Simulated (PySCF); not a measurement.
Compound: C6H3ClO3.
Cartesian coordinates in Å at the GFN2-xTB level; atoms count from 1:
```
atom  x, y, z in Å
O1     3.4384   -0.0389   -0.1904
C2     2.4189   -0.6678   -0.0822
C3     1.0854   -0.0781   -0.0556
C4     0.6861    1.2454   -0.1401
C5    -0.7094    1.2353   -0.0617
C6    -1.0748   -0.0955    0.0661
C7    -2.4089   -0.6541    0.1855
O8    -3.4336   -0.0479    0.1940
Cl9   -2.3853   -2.4094    0.3269
O10    0.0141   -0.8784    0.0690
H11    2.4072   -1.7688    0.0076
H12    1.3373    2.0892   -0.2447
H13   -1.3798    2.0695   -0.0922
```

Method used: TDDFT B3LYP/def2-SVPD, vertical, gas phase, core orbitals frozen in the response in PySCF 2.14.0, density-fitted response routines.

Q: List the vertical singlet excitations with oscillator strengths and describe the spectrum.

A: 

| state | E (eV) | λ (nm) | ν̃ (cm⁻¹) | f | \|μ\| (D) | symmetry | main configurations (H = HOMO, L = LUMO) |
| --- | --- | --- | --- | --- | --- | --- | --- |
| S1 | 3.38 | 366.7 | 27270 | 0.0001 | 0.07 | – | H-1→L (92%) |
| S2 | 4.17 | 297.2 | 33650 | 0.0000 | 0.02 | – | H-2→L (91%) |
| S3 | 4.44 | 279.0 | 35840 | 0.526 | 5.59 | A′ | H→L (96%) |
| S4 | 5.00 | 248.0 | 40330 | 0.0002 | 0.09 | – | H-4→L (93%) |
| S5 | 5.10 | 242.9 | 41170 | 0.011 | 0.77 | A′ | H-3→L (66%), H→L+1 (28%) |
| S6 | 5.22 | 237.3 | 42140 | 0.0002 | 0.11 | – | H-1→L+1 (88%) |
| S7 | 5.38 | 230.4 | 43410 | 0.026 | 1.13 | A′ | H-5→L (83%), H-3→L (10%) |
| S8 | 5.82 | 212.9 | 46970 | 0.156 | 2.66 | A′ | H→L+1 (66%), H-3→L (20%), H-5→L (10%) |

Triplets, Tamm–Dancoff:

```csv
state,E (eV),λ (nm),"main configurations (H = HOMO, L = LUMO)"
T1,2.74,452.1,H→L (97%)
T2,2.93,422.9,"H-1→L (86%), H-1→L+1 (12%)"
T3,3.83,323.9,"H-2→L (84%), H-2→L+1 (8%)"
```

The lowest singlet lies at 3.38 eV (367 nm, ultraviolet) and is dark (f under 0.0005); its leading configuration is HOMO-1→LUMO (92%). The strongest level in the table is S3 at 4.44 eV (279 nm, f = 0.526). Löwdin shares by element: HOMO carbon 57% or more, oxygen 10% or more (atoms not listed hold the other 33%); LUMO oxygen 27% or more, carbon 25% or more (atoms not listed hold the other 48%). Of the 8 states listed, 4 reach f = 0.01 and 4 stay under 0.0005. Orbital energies (eV): HOMO-3 -9.27, HOMO-2 -8.79, HOMO-1 -8.10, HOMO -7.92, LUMO -3.42, LUMO+1 -1.84, LUMO+2 0.02. The listed states span 2.44 eV, and the widest gap between neighbours is 0.79 eV (S1 to S2). No computed singlet lies in the visible range (380 to 750 nm); the lowest, at 367 nm, stands 0.12 eV above its violet end (3.26 eV); a Tamm–Dancoff triplet lies at 452 nm, without intensity as long as spin–orbit coupling is left out. Symmetry labels in Cs follow from the direction of the transition dipole and are given only for states with f of 0.002 or more. Only the lowest 8 singlets were computed, as vertical energies without vibronic structure.

One conformer stands for the species.
